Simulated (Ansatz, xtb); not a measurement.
CH9NOSi3: 5 structures ranked

5 gas-phase structures of CH9NOSi3, from a drawn sample of its isomers (lower ones may exist). Each was relaxed with GFN2-xTB; where two conformers were screened, the lower at r2SCAN-D4/def2-SVP is listed:

A. `N[Si@@H](C=O)[SiH2][SiH3]`, a singlet
B. `N[Si@@H]([SiH3])[SiH2]C=O`, a singlet
C. `N[SiH2][SiH2][SiH2]C=O`, a singlet
D. `N[Si]([SiH3])([SiH3])C=O`, a singlet
E. `N[SiH2][Si@@H]([SiH3])C=O`, a singlet

Task: Make a reasoned guess at their ranking by r2SCAN-D4/def2-SVP single-point energy.

Result: Calculated order at r2SCAN-D4/def2-SVP: C (0.0), E (1.8), A (2.5), D (4.6), B (21.1) kJ/mol. Less than 1 kcal/mol parts C and E; E and A; A and D, so the order within those pairs means little.

Energies above the lowest of each column, in kJ/mol; the last columns are at B3LYP/def2-SVP geometries:

```json
{"structure": "C", "GFN2-xTB": "2.6", "HF/STO-3G": "5.1", "r2SCAN-D4/def2-SVP": "0.0", "B3LYP/def2-SVP": "0.0", "CCSD(T)/def2-SVP + ΔMP2/def2-TZVPP": "0.0"}
{"structure": "E", "GFN2-xTB": "0.0", "HF/STO-3G": "0.7", "r2SCAN-D4/def2-SVP": "1.8", "B3LYP/def2-SVP": "3.8", "CCSD(T)/def2-SVP + ΔMP2/def2-TZVPP": "0.6"}
{"structure": "A", "GFN2-xTB": "11.0", "HF/STO-3G": "0.0", "r2SCAN-D4/def2-SVP": "2.5", "B3LYP/def2-SVP": "4.4", "CCSD(T)/def2-SVP + ΔMP2/def2-TZVPP": "1.1"}
{"structure": "D", "GFN2-xTB": "6.7", "HF/STO-3G": "6.1", "r2SCAN-D4/def2-SVP": "4.6", "B3LYP/def2-SVP": "9.3", "CCSD(T)/def2-SVP + ΔMP2/def2-TZVPP": "5.5"}
{"structure": "B", "GFN2-xTB": "5.2", "HF/STO-3G": "26.1", "r2SCAN-D4/def2-SVP": "21.1", "B3LYP/def2-SVP": "15.6", "CCSD(T)/def2-SVP + ΔMP2/def2-TZVPP": "13.0"}
```

CCSD(T)/def2-SVP + ΔMP2/def2-TZVPP has A and C and E within 1 kcal/mol of each other at the bottom, and every level picks one of them. Flexible structures stand in one conformer each, not always the lowest. ΔMP2 is the change of the MP2 energy from the smaller to the larger basis.

Over these structures GFN2-xTB departs from r2SCAN-D4/def2-SVP by 6.4 kJ/mol on average once a common shift is removed. A GFN2-xTB relaxation took about 0.36 s and the r2SCAN-D4/def2-SVP energy about 2.1 s on a shared host (Ansatz 0.2.0, xtb 6.7.1).
